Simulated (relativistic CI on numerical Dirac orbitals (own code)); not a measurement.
## Cu8+: computed level list

These numbers are calculated, not measured: Dirac-Coulomb-Breit CI, KLI orbitals optimised for each configuration, model QED (radiative potential, 1s self-energy scaled to tabulated hydrogen-like ionisation energies), unscaled Slater integrals (own radial code, finite nucleus).

Configuration list (outside the closed core [Ne]): 3s2 3p6 3d3, 3s2 3p5 3d4, 3s2 3p6 3d2 4s, 3s 3p6 3d4, 3s2 3p6 3d2 4p, 3s2 3p6 3d2 4d, 3s2 3p6 3d 4s 4p, 3s2 3p6 3d2 4f, 3s2 3p6 3d2 5s, 3s2 3p6 3d2 5p, 3s2 3p5 3d3 4s, 3s2 3p6 3d 4p 4d, 3s2 3p6 3d2 5d, 3s2 3p6 3d2 5f, 3s2 3p6 3d2 5g, 3s2 3p6 3d2 6s, 3s2 3p5 3d3 4p, 3s2 3p6 3d2 6p, 3s2 3p6 3d2 6d, 3s2 3p5 3d3 4d, 3s 3p6 3d3 4s, 3s2 3p5 3d3 4f, 3s2 3p5 3d3 5s, 3s2 3p5 3d3 5p, 3s2 3p6 3d 4s2, 3s2 3p6 4s2 4p, 3s2 3p6 4s2 4d, 3s2 3p6 4s2 4f, 3p6 3d5, 3p5 3d6, 3s2 3p6 3d 4p2, 3s2 3p6 4s 4p2, 3s2 3p6 4p3, 3s2 3p6 4p2 4d, 3s2 3p6 4p2 4f, 3s2 3p6 3d 4s 4d, 3s2 3p6 4s 4p 4d, 3s2 3p6 4s 4d2, 3s2 3p6 4s 4d 4f, 3s2 3p6 3d 4d2, 3s2 3p6 4p 4d2, 3s2 3p6 4d3, 3s2 3p6 4d2 4f, 3s 3p6 3d2 4s2, 3s 3p6 3d 4s2 4p, 3s 3p6 3d 4s2 4d, 3s 3p6 3d 4s2 4f. Double excitations out of closed p, d and f shells are left out; levels of such configurations are missing from the list, as are those of other unlisted configurations, and high levels can miss mixing partners. These lack a partner that the ground configuration has and come out too high: 3s2 3p5 3d3 4s, 3s2 3p5 3d3 4p, 3s2 3p5 3d3 4d, 3s2 3p5 3d3 4f, 3s2 3p5 3d3 5s.

The lowest level is 3s2 3p6 3d3 4F_3/2, with 99 % of that term; Hund's rules for 3s2 3p6 3d3 give 4F with J = 3/2, in agreement.

```
No.  Configuration  Term     J   E (eV)    %  Landé g  Lifetime (s)
  1    3s2 3p6 3d3    4F   3/2   0.0000   99    0.400              
  2    3s2 3p6 3d3    4F   5/2   0.1491   99    1.028      1.34e+01
  3    3s2 3p6 3d3    4F   7/2   0.3420   99    1.237      6.15e+00
  4    3s2 3p6 3d3    4F   9/2   0.5677   99    1.332      6.17e+00
  5    3s2 3p6 3d3    4P   1/2   3.5188   98    2.634      4.56e+00
  6    3s2 3p6 3d3    4P   3/2   3.5623   95    1.713      3.68e+00
  7    3s2 3p6 3d3    4P   5/2   3.7676   99    1.599      3.52e+00
  8    3s2 3p6 3d3    2G   7/2   3.8489   99    0.889      2.65e-01
  9    3s2 3p6 3d3    2G   9/2   4.0263   94    1.101      1.63e-01
 10    3s2 3p6 3d3    2D   3/2   5.0037   50    1.075      9.16e-02
 11    3s2 3p6 3d3    2P   1/2   5.1335   98    0.700      3.21e-01
 12    3s2 3p6 3d3    2H   9/2   5.2764   94    0.919      3.87e-01
 13    3s2 3p6 3d3    2H  11/2   5.3847  100    1.090      1.15e+00
 14    3s2 3p6 3d3    2D   5/2   5.5437   99    1.201      1.02e-01
 15    3s2 3p6 3d3    2P   3/2   5.6644   50    1.076      9.77e-02
 16    3s2 3p6 3d3    2F   7/2   8.5704   99    1.142      1.70e-01
 17    3s2 3p6 3d3    2F   5/2   8.6722   99    0.857      2.42e-01
 18    3s2 3p6 3d3    2D   5/2  13.5393   99    1.199      1.46e-02
 19    3s2 3p6 3d3    2D   3/2  13.6239   99    0.799      1.54e-02
 20    3p5 3d4(5D)   6D°   9/2  60.7398   97    1.552      1.81e-07
 21    3p5 3d4(5D)   6D°   7/2  60.8120   96    1.584      1.06e-07
 22    3p5 3d4(5D)   6D°   5/2  60.9471   96    1.654      3.89e-08
 23    3p5 3d4(5D)   6D°   3/2  61.1012   97    1.862      2.14e-08
 24    3p5 3d4(5D)   6D°   1/2  61.2250   98    3.315      1.55e-08
 25    3p5 3d4(5D)   6F°  11/2  64.8282  100    1.454      6.53e-07
 26    3p5 3d4(5D)   6F°   9/2  65.3897   95    1.433      3.58e-08
 27    3p5 3d4(5D)   6F°   7/2  65.8079   91    1.396      2.62e-08
 28    3p5 3d4(5D)   6F°   5/2  66.0974   84    1.323      1.57e-08
 29    3p5 3d4(5D)   6F°   3/2  66.2649   74    1.109      8.58e-09
 30    3p5 3d4(5D)   6F°   1/2  66.3333   66   -0.426      5.78e-09
 31    3p5 3d4(3F)   4D°   7/2  67.0993   82    1.447      4.56e-09
 32    3p5 3d4(3F)   4D°   5/2  67.1618   76    1.392      3.21e-09
 33    3p5 3d4(5D)   6P°   3/2  67.2495   48    1.739      4.22e-09
 34    3p5 3d4(5D)   6P°   3/2  67.3864   46    1.753      4.28e-09
 35    3p5 3d4(3F)   4D°   1/2  67.4583   67   -0.207      2.13e-09
 36    3p5 3d4(5D)   6P°   5/2  68.0166   82    1.813      7.73e-09
 37    3p5 3d4(3F)   4F°   9/2  68.3229   93    1.322      4.08e-09
 38    3p5 3d4(3F)   4F°   7/2  68.4844   89    1.237      5.19e-09
 39    3p5 3d4(3G)   4F°   3/2  68.5282   92    0.454      4.20e-09
 40    3p5 3d4(3G)   4F°   5/2  68.5652   88    1.047      4.91e-09
 41    3p5 3d4(5D)   6P°   7/2  69.0829   85    1.672      2.29e-09
 42    3p5 3d4(3F)   4G°  11/2  69.1357   65    1.218      5.20e-10
 43    3p5 3d4(3F)   4G°   9/2  69.3731   59    1.089      4.18e-10
 44    3p5 3d4(3H)   4H°  13/2  69.4367   83    1.209      8.85e-07
 45    3p5 3d4(3P)   4S°   3/2  69.6268   50    1.850      1.87e-10
```

Energies count from the lowest computed level; ° marks odd parity; lifetimes are radiative, by E1, M1, E2 decay to levels of this space only. Percentages are summed over parent terms; the parents shown are those of the largest component, closed shells are left out there.

The mean weight of the leading LS term, summed over parents, in these 45 levels is 86 %, and that of the leading jj configuration (from the same eigenvectors) 48 %, so LS coupling describes them better.

At this charge configurations can still be misplaced by up to about 7 % of their energy. Terms inside the open d or f shell come out 10 to 20 % too wide with unscaled integrals.

Landé's interval rule says that E(J) − E(J−1) = AJ with one A. For the ground term the intervals give A = 481.2, 444.4, 404.6 cm⁻¹ for J = 5/2, 7/2, 9/2; the multiplet is regular.

LS names give the leading component of a level, which can be under half, so a name can repeat, a term be missing and a line seem to break the LS rules.
